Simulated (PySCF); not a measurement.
C4H5 (SMILES [CH-]1[C@@H]2C[C@H]12), charge -1, singlet, geometry from GFN2-xTB; CCSD/3-21G (PySCF).

The PySCF input:
```python
from pyscf import gto, scf, cc

mol = gto.M(
    atom='''
C 
C  1 2.275517
C  2 1.495154 1 41.940254
C  2 1.495154 3 60.418642 1 49.609666
H  1 1.162564 4 106.689581 2 148.770884
H  2 1.092070 4 118.802085 3 108.669709
H  2 1.098133 6 112.246803 4 -144.956747
H  3 1.093678 2 123.945399 6 137.032913
H  4 1.093678 2 123.945399 6 -137.032914
''',
    basis='3-21g',
    charge=-1,
    verbose=4,
)

mf = scf.RHF(mol)
mf.kernel()

mycc = cc.CCSD(mf)
mycc.kernel()
print('E(CCSD) = %.10f' % mycc.e_tot)
```

What does PySCF print? Leave out banner, timings and long lists.


```
PySCF version 2.14.0

[INPUT] verbose = 4
[INPUT] num. atoms = 9
[INPUT] num. electrons = 30
[INPUT] charge = -1
[INPUT] spin (= nelec alpha-beta = 2S) = 0
[INPUT] symmetry False subgroup None
[INPUT] Mole.unit = angstrom
[INPUT] Symbol           X                Y                Z      unit          X                Y                Z       unit  Magmom
[INPUT]  1 C      0.000000000000   0.000000000000   0.000000000000 AA    0.000000000000   0.000000000000   0.000000000000 Bohr   0.0
[INPUT]  2 C      2.275517000000   0.000000000000   0.000000000000 AA    4.300103921792   0.000000000000   0.000000000000 Bohr   0.0
[INPUT]  3 C      1.163358408785   0.000000000000   0.999294126722 AA    2.198428777313   0.000000000000   1.888392217392 Bohr   0.0
[INPUT]  4 C      1.163358389900   0.990346842119  -0.133423543653 AA    2.198428741626   1.871484299933  -0.252133956073 Bohr   0.0
[INPUT]  5 H     -0.873732260690   0.577353802085   0.504786665775 AA   -1.651114678901   1.091040562917   0.953908549647 Bohr   0.0
[INPUT]  6 H      2.338043499986  -0.820798674594  -0.717632815222 AA    4.418261882293  -1.551084698390  -1.356129478770 Bohr   0.0
[INPUT]  7 H      3.266435700511   0.356287138577   0.311505520899 AA    6.172668877468   0.673285113616   0.588660120789 Bohr   0.0
[INPUT]  8 H      1.291709365886   0.251495583816   2.055896024703 AA    2.440976934060   0.475257774950   3.885080427271 Bohr   0.0
[INPUT]  9 H      1.291709329390   2.071067505087  -0.025254913031 AA    2.440976865093   3.913750370100  -0.047724868929 Bohr   0.0

nuclear repulsion = 107.460300245605
number of shells = 30
number of NR pGTOs = 75
number of NR cGTOs = 46
basis = 3-21g
ecp = {}

******** <class 'pyscf.scf.hf.RHF'> ********
method = RHF
initial guess = minao
damping factor = 0
level_shift factor = 0
DIIS = <class 'pyscf.scf.diis.CDIIS'>
diis_start_cycle = 1
diis_space = 8
diis_damp = 0
SCF conv_tol = 1e-09
SCF conv_tol_grad = None
SCF max_cycles = 50
direct_scf = True
direct_scf_tol = 1e-13
Set gradient conv threshold to 3.16228e-05
Initial guess from minao.
init E= -154.333227449229
  HOMO = -0.116340061801055  LUMO = 0.170988765665896  gap/eV = 7.81862
cycle= 1 E= -153.216770869216  delta_E= 1.12  |g|= 0.355  |ddm|= 3.14
  HOMO = 0.0552616092192979  LUMO = 0.44783646232934  gap/eV = 10.68251
cycle= 2 E= -153.259191404593  delta_E= -0.0424  |g|= 0.132  |ddm|= 0.833
  HOMO = -0.0035661425395741  LUMO = 0.456053215727549  gap/eV = 12.50688
cycle= 3 E= -153.264814420673  delta_E= -0.00562  |g|= 0.0408  |ddm|= 0.289
  HOMO = 0.000460776508643956  LUMO = 0.458334439149027  gap/eV = 12.45938
cycle= 4 E= -153.265693745536  delta_E= -0.000879  |g|= 0.00858  |ddm|= 0.131
  HOMO = 0.000396878312241  LUMO = 0.458340945250429  gap/eV = 12.46129
cycle= 5 E= -153.265774196223  delta_E= -8.05e-05  |g|= 0.00273  |ddm|= 0.0601
  HOMO = -0.000202306083470827  LUMO = 0.458231612674756  gap/eV = 12.47462
cycle= 6 E= -153.265781816493  delta_E= -7.62e-06  |g|= 0.000925  |ddm|= 0.0186
  HOMO = -0.000188942271405868  LUMO = 0.458356512886345  gap/eV = 12.47766
cycle= 7 E= -153.265782470946  delta_E= -6.54e-07  |g|= 0.000159  |ddm|= 0.00574
  HOMO = -0.000213334622428007  LUMO = 0.458335802723869  gap/eV = 12.47776
cycle= 8 E= -153.265782490537  delta_E= -1.96e-08  |g|= 3.26e-05  |ddm|= 0.000772
  HOMO = -0.000212480295951778  LUMO = 0.458335335833568  gap/eV = 12.47772
cycle= 9 E= -153.265782491664  delta_E= -1.13e-09  |g|= 7.27e-06  |ddm|= 0.0002
  HOMO = -0.000213218625463529  LUMO = 0.458335087433794  gap/eV = 12.47773
cycle= 10 E= -153.265782491723  delta_E= -5.89e-11  |g|= 2.49e-06  |ddm|= 5.06e-05
  HOMO = -0.000212954558355793  LUMO = 0.458335344327169  gap/eV = 12.47773
Extra cycle  E= -153.265782491727  delta_E= -4.09e-12  |g|= 1.16e-06  |ddm|= 1.04e-05
converged SCF energy = -153.265782491727

******** <class 'pyscf.cc.ccsd.CCSD'> ********
CC2 = 0
CCSD nocc = 15, nmo = 46
max_cycle = 50
direct = 0
conv_tol = 1e-07
conv_tol_normt = 1e-05
diis_space = 6
diis_start_cycle = 0
diis_start_energy_diff = 1e+09
Init t2, MP2 energy = -153.629085495598  E_corr(MP2) -0.363303003870985
Init E_corr(CCSD) = -0.363303003871783
cycle = 1  E_corr(CCSD) = -0.382701284239059  dE = -0.0193982804  norm(t1,t2) = 0.0532419
cycle = 2  E_corr(CCSD) = -0.393454258345902  dE = -0.0107529741  norm(t1,t2) = 0.0195099
cycle = 3  E_corr(CCSD) = -0.398031028911262  dE = -0.00457677057  norm(t1,t2) = 0.00913298
cycle = 4  E_corr(CCSD) = -0.398842764797456  dE = -0.000811735886  norm(t1,t2) = 0.00257027
cycle = 5  E_corr(CCSD) = -0.398745565771801  dE = 9.71990257e-05  norm(t1,t2) = 0.00127691
cycle = 6  E_corr(CCSD) = -0.39868770125447  dE = 5.78645173e-05  norm(t1,t2) = 0.000412622
cycle = 7  E_corr(CCSD) = -0.39869423706325  dE = -6.53580878e-06  norm(t1,t2) = 0.000196919
cycle = 8  E_corr(CCSD) = -0.398695422377886  dE = -1.18531464e-06  norm(t1,t2) = 6.47815e-05
cycle = 9  E_corr(CCSD) = -0.398694118615092  dE = 1.30376279e-06  norm(t1,t2) = 2.74128e-05
cycle = 10  E_corr(CCSD) = -0.398694408992196  dE = -2.90377103e-07  norm(t1,t2) = 1.17491e-05
cycle = 11  E_corr(CCSD) = -0.398694102683746  dE = 3.06308449e-07  norm(t1,t2) = 3.90812e-06
cycle = 12  E_corr(CCSD) = -0.398694023729784  dE = 7.89539618e-08  norm(t1,t2) = 1.41658e-06
CCSD converged
E(CCSD) = -153.6644765154566  E_corr = -0.3986940237297843
E(CCSD) = -153.6644765155
```
